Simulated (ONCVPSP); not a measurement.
**An all-electron radial function and its pseudo partner (Ga)**

Columns: radius, all-electron u(r) and pseudo u(r) of the 3p shell (level -107.14 eV) of gallium in the configuration [Ne] 3s2 3p6 3d10 4s2; PBE, scalar-relativistic, ONCV scheme, ONCVPSP 4.0.1.

```
r (bohr)  all-electron  pseudo
   0.062       -0.4886  0.0400
   0.125       -0.6851  0.1592
   0.188       -0.3941  0.3400
   0.250        0.0814  0.5529
   0.312        0.5426  0.7772
   0.375        0.9070  0.9857
   0.438        1.1461  1.1501
   0.500        1.2705  1.2598
   0.562        1.3097  1.3062
   0.625        1.2871  1.2867
   0.688        1.2235  1.2232
   0.750        1.1374  1.1371
   0.812        1.0396  1.0393
   0.875        0.9364  0.9361
   0.938        0.8348  0.8346
   1.000        0.7397  0.7395
   1.062        0.6514  0.6512
   1.125        0.5694  0.5693
   1.188        0.4957  0.4955
   1.250        0.4308  0.4307
   1.312        0.3734  0.3733
   1.375        0.3221  0.3220
   1.438        0.2773  0.2772
   1.500        0.2388  0.2387
   1.562        0.2053  0.2053
   1.625        0.1759  0.1758
```

Task: How many radial nodes do the two functions have?

Result: The all-electron 3p function has n − l − 1 = 1; the pseudo-wave has 0, since the states of the same l below it are removed with the core.

Task: At about which radius was the pseudo-wave matched?

Result: 0.65 bohr, where the columns begin to agree (steps of 0.06 bohr).

Task: Is the pseudo-wave norm-conserving?

Result: Yes: the ONCV scheme keeps the norm inside the radius equal to the all-electron one, which fixes the energy derivative of the logarithmic derivative at the level.
